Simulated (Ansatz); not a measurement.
## Molecular dynamics of FGe₂H₅O₂

Input:

```yaml
crystal:
  periodic: [false, false, false]
  atoms:
    - { symbol: Ge, position_ang: [-0.305851, -0.016139, 0.236393] }
    - { symbol: Ge, position_ang: [0.030787, 0.06593, 2.608762] }
    - { symbol: H, position_ang: [-1.414864, -0.09529, 3.268349] }
    - { symbol: H, position_ang: [0.803245, -1.169394, 3.157927] }
    - { symbol: H, position_ang: [0.652271, 1.465931, 2.973182] }
    - { symbol: F, position_ang: [1.27555, -0.157544, -0.568179] }
    - { symbol: O, position_ang: [-1.158494, 1.349968, -0.497643] }
    - { symbol: H, position_ang: [-0.66385, 1.604206, -1.361141] }
    - { symbol: O, position_ang: [-1.194397, -1.492558, -0.318968] }
    - { symbol: H, position_ang: [-0.678824, -2.265009, -0.437914] }
basis:
  gaussian: { orbitals: def2-SVP }
hamiltonian:
  xc: blyp
md:
  timestep: 0.5
  n_steps: 150
  ensemble: nve
  temperature: 100.0
  initial_velocities: maxwell_boltzmann
  seed: 746227
```

Run as:

```bash
$ ansatz run input.yaml --threads 4 --pin off --max-ram 5120MiB --backend cpu --events-out ev --progress --plain --runs-dir out
```

It goes on from the last frame of an earlier run, with new velocities.

Output, in part (one step line in 2, the closing report, with atoms numbered from 0):

```
md step     0: t =     0.00 fs  T =   100.0 K  F+E_penalty+E_count = -119913.30483354 eV  E_kin = 0.103408 eV  conserved = -119913.20142554 eV  (30 SCF iters)
md step     2: t =     1.00 fs  T =   137.1 K  F+E_penalty+E_count = -119913.34438150 eV  E_kin = 0.141819 eV  conserved = -119913.20256241 eV  (29 SCF iters)
md step     4: t =     2.00 fs  T =   185.0 K  F+E_penalty+E_count = -119913.39514440 eV  E_kin = 0.191321 eV  conserved = -119913.20382342 eV  (28 SCF iters)
md step     6: t =     3.00 fs  T =   173.8 K  F+E_penalty+E_count = -119913.38330924 eV  E_kin = 0.179692 eV  conserved = -119913.20361751 eV  (28 SCF iters)
md step     8: t =     4.00 fs  T =   117.0 K  F+E_penalty+E_count = -119913.32308264 eV  E_kin = 0.121031 eV  conserved = -119913.20205122 eV  (28 SCF iters)
md step    10: t =     5.00 fs  T =   100.1 K  F+E_penalty+E_count = -119913.30484122 eV  E_kin = 0.103470 eV  conserved = -119913.20137171 eV  (29 SCF iters)
md step    12: t =     6.00 fs  T =   154.7 K  F+E_penalty+E_count = -119913.36308167 eV  E_kin = 0.160016 eV  conserved = -119913.20306589 eV  (28 SCF iters)
md step    14: t =     7.00 fs  T =   196.3 K  F+E_penalty+E_count = -119913.40710191 eV  E_kin = 0.203011 eV  conserved = -119913.20409057 eV  (28 SCF iters)
md step    16: t =     8.00 fs  T =   170.6 K  F+E_penalty+E_count = -119913.37922525 eV  E_kin = 0.176409 eV  conserved = -119913.20281652 eV  (29 SCF iters)
md step    18: t =     9.00 fs  T =   140.4 K  F+E_penalty+E_count = -119913.34681129 eV  E_kin = 0.145172 eV  conserved = -119913.20163939 eV  (29 SCF iters)
md step    20: t =    10.00 fs  T =   164.8 K  F+E_penalty+E_count = -119913.37297759 eV  E_kin = 0.170417 eV  conserved = -119913.20256097 eV  (28 SCF iters)
md step    22: t =    11.00 fs  T =   199.7 K  F+E_penalty+E_count = -119913.41016498 eV  E_kin = 0.206523 eV  conserved = -119913.20364227 eV  (28 SCF iters)
md step    24: t =    12.00 fs  T =   184.8 K  F+E_penalty+E_count = -119913.39460619 eV  E_kin = 0.191105 eV  conserved = -119913.20350154 eV  (28 SCF iters)
md step    26: t =    13.00 fs  T =   129.7 K  F+E_penalty+E_count = -119913.33628742 eV  E_kin = 0.134147 eV  conserved = -119913.20214006 eV  (28 SCF iters)
md step    28: t =    14.00 fs  T =   110.0 K  F+E_penalty+E_count = -119913.31509679 eV  E_kin = 0.113729 eV  conserved = -119913.20136782 eV  (28 SCF iters)
md step    30: t =    15.00 fs  T =   161.1 K  F+E_penalty+E_count = -119913.36958959 eV  E_kin = 0.166622 eV  conserved = -119913.20296748 eV  (28 SCF iters)
md step    32: t =    16.00 fs  T =   202.6 K  F+E_penalty+E_count = -119913.41370558 eV  E_kin = 0.209548 eV  conserved = -119913.20415724 eV  (29 SCF iters)
md step    34: t =    17.00 fs  T =   172.5 K  F+E_penalty+E_count = -119913.38131483 eV  E_kin = 0.178337 eV  conserved = -119913.20297739 eV  (28 SCF iters)
md step    36: t =    18.00 fs  T =   129.4 K  F+E_penalty+E_count = -119913.33540133 eV  E_kin = 0.133827 eV  conserved = -119913.20157438 eV  (29 SCF iters)
md step    38: t =    19.00 fs  T =   145.0 K  F+E_penalty+E_count = -119913.35216905 eV  E_kin = 0.149907 eV  conserved = -119913.20226187 eV  (30 SCF iters)
md step    40: t =    20.00 fs  T =   187.5 K  F+E_penalty+E_count = -119913.39737456 eV  E_kin = 0.193926 eV  conserved = -119913.20344810 eV  (28 SCF iters)
md step    42: t =    21.00 fs  T =   191.9 K  F+E_penalty+E_count = -119913.40198493 eV  E_kin = 0.198460 eV  conserved = -119913.20352500 eV  (28 SCF iters)
md step    44: t =    22.00 fs  T =   154.6 K  F+E_penalty+E_count = -119913.36221440 eV  E_kin = 0.159899 eV  conserved = -119913.20231572 eV  (28 SCF iters)
md step    46: t =    23.00 fs  T =   143.2 K  F+E_penalty+E_count = -119913.34949082 eV  E_kin = 0.148105 eV  conserved = -119913.20138559 eV  (29 SCF iters)
md step    48: t =    24.00 fs  T =   201.0 K  F+E_penalty+E_count = -119913.41070670 eV  E_kin = 0.207860 eV  conserved = -119913.20284709 eV  (28 SCF iters)
md step    50: t =    25.00 fs  T =   253.9 K  F+E_penalty+E_count = -119913.46686193 eV  E_kin = 0.262584 eV  conserved = -119913.20427765 eV  (28 SCF iters)
md step    52: t =    26.00 fs  T =   228.0 K  F+E_penalty+E_count = -119913.43906773 eV  E_kin = 0.235763 eV  conserved = -119913.20330510 eV  (28 SCF iters)
md step    54: t =    27.00 fs  T =   172.3 K  F+E_penalty+E_count = -119913.37977891 eV  E_kin = 0.178164 eV  conserved = -119913.20161532 eV  (28 SCF iters)
md step    56: t =    28.00 fs  T =   173.0 K  F+E_penalty+E_count = -119913.38082119 eV  E_kin = 0.178850 eV  conserved = -119913.20197134 eV  (29 SCF iters)
md step    58: t =    29.00 fs  T =   215.4 K  F+E_penalty+E_count = -119913.42601476 eV  E_kin = 0.222697 eV  conserved = -119913.20331729 eV  (28 SCF iters)
md step    60: t =    30.00 fs  T =   227.3 K  F+E_penalty+E_count = -119913.43868704 eV  E_kin = 0.235004 eV  conserved = -119913.20368301 eV  (28 SCF iters)
md step    62: t =    31.00 fs  T =   188.0 K  F+E_penalty+E_count = -119913.39708646 eV  E_kin = 0.194433 eV  conserved = -119913.20265344 eV  (29 SCF iters)
md step    64: t =    32.00 fs  T =   155.7 K  F+E_penalty+E_count = -119913.36248081 eV  E_kin = 0.161001 eV  conserved = -119913.20147951 eV  (29 SCF iters)
md step    66: t =    33.00 fs  T =   186.7 K  F+E_penalty+E_count = -119913.39562759 eV  E_kin = 0.193064 eV  conserved = -119913.20256357 eV  (29 SCF iters)
md step    68: t =    34.00 fs  T =   225.9 K  F+E_penalty+E_count = -119913.43774825 eV  E_kin = 0.233600 eV  conserved = -119913.20414803 eV  (28 SCF iters)
md step    70: t =    35.00 fs  T =   193.0 K  F+E_penalty+E_count = -119913.40308441 eV  E_kin = 0.199601 eV  conserved = -119913.20348326 eV  (28 SCF iters)
md step    72: t =    36.00 fs  T =   122.6 K  F+E_penalty+E_count = -119913.32840155 eV  E_kin = 0.126730 eV  conserved = -119913.20167133 eV  (29 SCF iters)
md step    74: t =    37.00 fs  T =   107.2 K  F+E_penalty+E_count = -119913.31260567 eV  E_kin = 0.110904 eV  conserved = -119913.20170158 eV  (28 SCF iters)
md step    76: t =    38.00 fs  T =   149.4 K  F+E_penalty+E_count = -119913.35749023 eV  E_kin = 0.154442 eV  conserved = -119913.20304816 eV  (29 SCF iters)
md step    78: t =    39.00 fs  T =   177.4 K  F+E_penalty+E_count = -119913.38712008 eV  E_kin = 0.183487 eV  conserved = -119913.20363304 eV  (29 SCF iters)
md step    80: t =    40.00 fs  T =   157.0 K  F+E_penalty+E_count = -119913.36527581 eV  E_kin = 0.162348 eV  conserved = -119913.20292745 eV  (29 SCF iters)
md step    82: t =    41.00 fs  T =   129.0 K  F+E_penalty+E_count = -119913.33508154 eV  E_kin = 0.133417 eV  conserved = -119913.20166446 eV  (29 SCF iters)
md step    84: t =    42.00 fs  T =   155.6 K  F+E_penalty+E_count = -119913.36316803 eV  E_kin = 0.160896 eV  conserved = -119913.20227223 eV  (29 SCF iters)
md step    86: t =    43.00 fs  T =   204.5 K  F+E_penalty+E_count = -119913.41540791 eV  E_kin = 0.211498 eV  conserved = -119913.20390979 eV  (29 SCF iters)
md step    88: t =    44.00 fs  T =   194.5 K  F+E_penalty+E_count = -119913.40470744 eV  E_kin = 0.201139 eV  conserved = -119913.20356829 eV  (29 SCF iters)
md step    90: t =    45.00 fs  T =   143.2 K  F+E_penalty+E_count = -119913.34985967 eV  E_kin = 0.148053 eV  conserved = -119913.20180639 eV  (29 SCF iters)
md step    92: t =    46.00 fs  T =   139.8 K  F+E_penalty+E_count = -119913.34620327 eV  E_kin = 0.144558 eV  conserved = -119913.20164558 eV  (28 SCF iters)
md step    94: t =    47.00 fs  T =   195.5 K  F+E_penalty+E_count = -119913.40516352 eV  E_kin = 0.202167 eV  conserved = -119913.20299700 eV  (29 SCF iters)
md step    96: t =    48.00 fs  T =   239.4 K  F+E_penalty+E_count = -119913.45127164 eV  E_kin = 0.247544 eV  conserved = -119913.20372750 eV  (29 SCF iters)
md step    98: t =    49.00 fs  T =   227.7 K  F+E_penalty+E_count = -119913.43872316 eV  E_kin = 0.235492 eV  conserved = -119913.20323070 eV  (28 SCF iters)
md step   100: t =    50.00 fs  T =   190.6 K  F+E_penalty+E_count = -119913.39896019 eV  E_kin = 0.197088 eV  conserved = -119913.20187176 eV  (28 SCF iters)
md step   102: t =    51.00 fs  T =   197.3 K  F+E_penalty+E_count = -119913.40600889 eV  E_kin = 0.204020 eV  conserved = -119913.20198903 eV  (29 SCF iters)
md step   104: t =    52.00 fs  T =   239.4 K  F+E_penalty+E_count = -119913.45126090 eV  E_kin = 0.247561 eV  conserved = -119913.20370015 eV  (28 SCF iters)
md step   106: t =    53.00 fs  T =   233.2 K  F+E_penalty+E_count = -119913.44495798 eV  E_kin = 0.241164 eV  conserved = -119913.20379393 eV  (27 SCF iters)
md step   108: t =    54.00 fs  T =   174.7 K  F+E_penalty+E_count = -119913.38267089 eV  E_kin = 0.180607 eV  conserved = -119913.20206426 eV  (29 SCF iters)
md step   110: t =    55.00 fs  T =   151.6 K  F+E_penalty+E_count = -119913.35825479 eV  E_kin = 0.156746 eV  conserved = -119913.20150845 eV  (28 SCF iters)
md step   112: t =    56.00 fs  T =   194.2 K  F+E_penalty+E_count = -119913.40366429 eV  E_kin = 0.200838 eV  conserved = -119913.20282610 eV  (28 SCF iters)
md step   114: t =    57.00 fs  T =   234.8 K  F+E_penalty+E_count = -119913.44662962 eV  E_kin = 0.242832 eV  conserved = -119913.20379721 eV  (29 SCF iters)
md step   116: t =    58.00 fs  T =   216.8 K  F+E_penalty+E_count = -119913.42763020 eV  E_kin = 0.224185 eV  conserved = -119913.20344560 eV  (28 SCF iters)
md step   118: t =    59.00 fs  T =   162.0 K  F+E_penalty+E_count = -119913.36943393 eV  E_kin = 0.167517 eV  conserved = -119913.20191649 eV  (29 SCF iters)
md step   120: t =    60.00 fs  T =   150.9 K  F+E_penalty+E_count = -119913.35754818 eV  E_kin = 0.156007 eV  conserved = -119913.20154160 eV  (28 SCF iters)
md step   122: t =    61.00 fs  T =   199.3 K  F+E_penalty+E_count = -119913.40938366 eV  E_kin = 0.206092 eV  conserved = -119913.20329171 eV  (27 SCF iters)
md step   124: t =    62.00 fs  T =   221.1 K  F+E_penalty+E_count = -119913.43258914 eV  E_kin = 0.228653 eV  conserved = -119913.20393581 eV  (28 SCF iters)
md step   126: t =    63.00 fs  T =   183.1 K  F+E_penalty+E_count = -119913.39176587 eV  E_kin = 0.189319 eV  conserved = -119913.20244678 eV  (28 SCF iters)
md step   128: t =    64.00 fs  T =   160.2 K  F+E_penalty+E_count = -119913.36719286 eV  E_kin = 0.165670 eV  conserved = -119913.20152334 eV  (28 SCF iters)
md step   130: t =    65.00 fs  T =   200.0 K  F+E_penalty+E_count = -119913.40944558 eV  E_kin = 0.206790 eV  conserved = -119913.20265547 eV  (28 SCF iters)
md step   132: t =    66.00 fs  T =   246.0 K  F+E_penalty+E_count = -119913.45815758 eV  E_kin = 0.254403 eV  conserved = -119913.20375412 eV  (29 SCF iters)
md step   134: t =    67.00 fs  T =   236.2 K  F+E_penalty+E_count = -119913.44776417 eV  E_kin = 0.244217 eV  conserved = -119913.20354740 eV  (28 SCF iters)
md step   136: t =    68.00 fs  T =   184.1 K  F+E_penalty+E_count = -119913.39243572 eV  E_kin = 0.190365 eV  conserved = -119913.20207120 eV  (28 SCF iters)
md step   138: t =    69.00 fs  T =   169.1 K  F+E_penalty+E_count = -119913.37634218 eV  E_kin = 0.174877 eV  conserved = -119913.20146526 eV  (28 SCF iters)
md step   140: t =    70.00 fs  T =   218.5 K  F+E_penalty+E_count = -119913.42915394 eV  E_kin = 0.225992 eV  conserved = -119913.20316145 eV  (28 SCF iters)
md step   142: t =    71.00 fs  T =   248.4 K  F+E_penalty+E_count = -119913.46093652 eV  E_kin = 0.256832 eV  conserved = -119913.20410414 eV  (29 SCF iters)
md step   144: t =    72.00 fs  T =   210.1 K  F+E_penalty+E_count = -119913.42002404 eV  E_kin = 0.217259 eV  conserved = -119913.20276524 eV  (28 SCF iters)
md step   146: t =    73.00 fs  T =   170.9 K  F+E_penalty+E_count = -119913.37834855 eV  E_kin = 0.176712 eV  conserved = -119913.20163659 eV  (28 SCF iters)
md step   148: t =    74.00 fs  T =   188.3 K  F+E_penalty+E_count = -119913.39725625 eV  E_kin = 0.194675 eV  conserved = -119913.20258161 eV  (29 SCF iters)
md step   150: t =    75.00 fs  T =   216.8 K  F+E_penalty+E_count = -119913.42775288 eV  E_kin = 0.224147 eV  conserved = -119913.20360598 eV  (30 SCF iters)
Total energy: -119913.42811914 eV, -4406.7372031374 hartree
Atom 0 at    -0.300365    -0.041998     0.208978 Å, force     0.263235    -0.074250    -0.250672 eV/Å
Atom 1 at     0.016955     0.081569     2.652402 Å, force    -1.050179     0.431598     0.062406 eV/Å
Atom 2 at    -1.407009    -0.050249     3.315465 Å, force     0.186174     0.170863    -0.237257 eV/Å
Atom 3 at     0.786487    -1.037451     3.307991 Å, force     0.621776    -0.537993     0.029862 eV/Å
Atom 4 at     0.596361     1.471138     2.995402 Å, force     0.098431     0.051443     0.005996 eV/Å
Atom 5 at     1.245604    -0.177477    -0.640976 Å, force     0.198976     0.100567     0.017008 eV/Å
Atom 6 at    -1.055348     1.463168    -0.472207 Å, force    -0.970872    -0.650206    -0.407207 eV/Å
Atom 7 at    -1.865714     1.192385    -1.005532 Å, force     0.940510     0.343270     0.572844 eV/Å
Atom 8 at    -1.137494    -1.542364    -0.322928 Å, force    -0.429124    -0.030556     0.161586 eV/Å
Atom 9 at    -0.786684    -1.929454    -1.150820 Å, force     0.141073     0.195265     0.045432 eV/Å
Dipole moment:    -0.237104    -0.153101     0.087801 e Å
```

All steps were run. The conserved energy stayed within 0.29 meV per atom of its start (net change -0.22 meV per atom), so the integration is sound. The kinetic energy rose, since the run started high on the potential surface and went downhill. A run of 0.075 ps of so small a system gives no equilibrium averages.

The same pairs are bonded in the first frame and the last. Pairs count as bonded within 1.25 times the sum of covalent radii (0.12 Å more for H–H).

Last frame:

```xyz
10
Properties=species:S:1:pos:R:3
Ge -0.300 -0.042 0.209
Ge 0.017 0.082 2.652
H -1.407 -0.050 3.316
H 0.786 -1.038 3.308
H 0.596 1.471 2.995
F 1.246 -0.177 -0.641
O -1.055 1.463 -0.472
H -1.866 1.192 -1.006
O -1.137 -1.542 -0.323
H -0.787 -1.929 -1.151
```

The run took 3.8 min on 4 threads of Arm Neoverse V1, with other jobs on the host, peak memory 0.2 GiB.
